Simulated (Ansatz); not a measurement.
Geometry optimisation, RKS B3LYP/def2-SVP in Ansatz 0.2.0.

The input (input.yaml):

```yaml
crystal:
  periodic: [false, false, false]
  atoms:
    - { symbol: Ge, position_ang: [-0.09995, -0.144693, -0.069783] }
    - { symbol: F, position_ang: [-0.367556, -0.161208, 1.624187] }
    - { symbol: H, position_ang: [1.382236, 0.078665, -0.37261] }
    - { symbol: Cl, position_ang: [-1.29594, 1.435562, -0.953002] }
    - { symbol: H, position_ang: [-0.679842, -1.473421, -0.573434] }
    - { symbol: "N", position_ang: [1.104367, 2.367778, 1.336134] }
    - { symbol: H, position_ang: [1.923594, 1.923166, 0.930438] }
    - { symbol: H, position_ang: [0.474049, 2.663988, 0.595746] }
    - { symbol: H, position_ang: [0.61384, 1.691263, 1.946322] }
basis:
  gaussian: { orbitals: def2-SVP }
hamiltonian:
  xc: b3lyp
relax:
  f_tol: 0.03
  max_steps: 50
output:
  orbitals: {}
```

Command:

```bash
$ ansatz run input.yaml --threads 2 --pin off --max-ram 3072MiB --backend cpu --events-out ev --progress --plain --runs-dir out
```

Problem. Where does it end, and by what steps?

Solution. The run converged. After 6 steps the energy has fallen by 0.116 eV; H3 moved furthest, 0.33 Å.

| step | energy less start (eV) | largest force component (eV/Å) | accepted |
| --- | --- | --- | --- |
| 0 | 0.0000 | 1.189 | yes |
| 1 | -0.0999 | 0.433 | yes |
| 2 | -0.1098 | 0.201 | yes |
| 3 | -0.1123 | 0.124 | yes |
| 4 | -0.1141 | 0.082 | yes |
| 5 | -0.1153 | 0.060 | yes |
| 6 | -0.1159 | 0.011 | yes |

```xyz
9
Properties=species:S:1:pos:R:3
Ge -0.175 -0.328 -0.206
F -0.326 -0.195 1.530
H 1.308 -0.186 -0.559
Cl -1.295 1.305 -1.076
H -0.856 -1.646 -0.592
N 1.172 2.578 1.520
H 1.987 2.172 1.057
H 0.533 2.870 0.780
H 0.707 1.812 2.010
```

Whether the end is a true minimum wasn't checked by a vibrational analysis.

The run took 13 s on 2 threads of Intel(R) Xeon(R) Platinum 8488C (Sapphire Rapids) (shared host), peak memory 0.26 GiB.
